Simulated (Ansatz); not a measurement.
`[CH3][SnH]([OH])[F]` + `[F][Ge@H]1[NH][C@@H]1S` → `[CH3][SnH]([OH])[SH]` + `F[C@@H]1[NH][Ge@@H]1[F]`  (redistribution)

Isolated molecules relaxed with PBE0-D4/def2-TZVP in Ansatz; ΔE leaves out vibrations. CBS: MP2 limit from def2 TZ/QZ plus the TZ coupled-cluster correction, frozen cores. Elements past krypton have def2 core potentials. For Ge, Sn outer-core shells are correlated without core-valence functions, which leaves a few kJ/mol of doubt a bond. Scalar relativity is left out up to krypton. One conformer a species, not always the lowest.

`[CH3][SnH]([OH])[F]`:

```xyz
9

C    -0.519   -0.867   -0.946
Sn    0.594    0.089    0.584
O    -0.475    1.396    1.567
F     1.903    1.144   -0.362
H     0.118   -1.573   -1.479
H    -1.369   -1.395   -0.513
H    -0.877   -0.109   -1.642
H     1.424   -0.802    1.766
H    -0.799    2.118    1.024
```

`[F][Ge@H]1[NH][C@@H]1S`:

Z-matrix (Å, degrees):
```
Ge
N 1 1.834
C 1 1.923 2 46.1
F 1 1.739 2 115.4 3 102.4
H 1 1.519 2 119.2 3 -125.6
H 2 1.011 1 126.8 3 -107.7
S 3 1.793 1 127.0 2 -98.9
H 3 1.089 1 114.8 2 109.7
H 7 1.344 3 96.4 1 -105.0
```

`[CH3][SnH]([OH])[SH]`:

Z-matrix (Å, degrees):
```
C
Sn 1 2.121
H 1 1.089 2 110.2
H 1 1.090 2 109.3 3 120.6
H 1 1.090 2 108.8 3 -120.2
O 2 1.968 1 102.9 3 176.9
S 2 2.405 1 113.0 3 60.6
H 2 1.709 1 117.6 3 -62.3
H 6 0.960 2 113.0 1 -166.3
H 7 1.344 2 93.2 1 47.6
```

`F[C@@H]1[NH][Ge@@H]1[F]`:

Z-matrix (Å, degrees):
```
C
N 1 1.420
Ge 1 1.943 2 62.8
F 1 1.375 2 116.2 3 -106.9
H 1 1.090 2 119.2 3 121.4
H 2 1.009 1 124.0 3 149.9
F 3 1.734 1 114.9 2 -104.1
H 3 1.522 1 138.1 2 85.6
```

```csv
level,ΔE (kJ/mol)
CCSD/def2-TZVPP,24.5
CCSD(T)/def2-TZVPP,24.8
```

(1) What does CCSD(T)/CBS give? (Estimate.)

Largest T1 diagnostic among the species: 0.013.

Answers

(1) The calculation gave: +31.6 kJ/mol. The listed levels differ from it by -7.1, -6.8 kJ/mol.

In def2-TZVPP, CCSD(T) changes the Hartree–Fock value by +4.7 kJ/mol (the triples alone add +0.3 kJ/mol) and MP2 by +10.9 kJ/mol.
